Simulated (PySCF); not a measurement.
Delta-SCF ions had no search for a lower state. Excitations are Tamm–Dancoff values on a coarser integration grid. The basis has no diffuse functions, so Rydberg states are missing or too high.

**H$_{3}$AlO, SMILES `[OH][AlH2]` (H–O–Al–H torsion 0°) (charge 0, multiplicity 1)**

Calculation: CAM-B3LYP-D3(BJ)/def2-TZVP run with PySCF.

```json
{
 "HOMO": "-9.79 eV",
 "dipole_moment": "1.29 D",
 "LUMO": "-0.05 eV",
 "HOMO–LUMO gap": "9.74 eV",
 "S1 excitation (TDA)": "5.99 eV",
 "S1 oscillator strength": "0.000",
 "T1 excitation (TDA)": "5.48 eV",
 "S1–T1 gap (TDA)": "0.50 eV",
 "vertical ionisation energy (Delta-SCF)": "11.07 eV",
 "total_energy": "-8694.58 eV",
 "cost": "around 40 core-seconds (rough)"
}
```

```xyz
5

O      1.1620     0.3234    -0.0114
Al    -0.5101     0.0732     0.0076
H      1.8254    -0.3651    -0.0285
H     -1.0787    -1.3957    -0.0019
H     -1.3986     1.3642     0.0342
```
Charge 0, spin multiplicity 1.
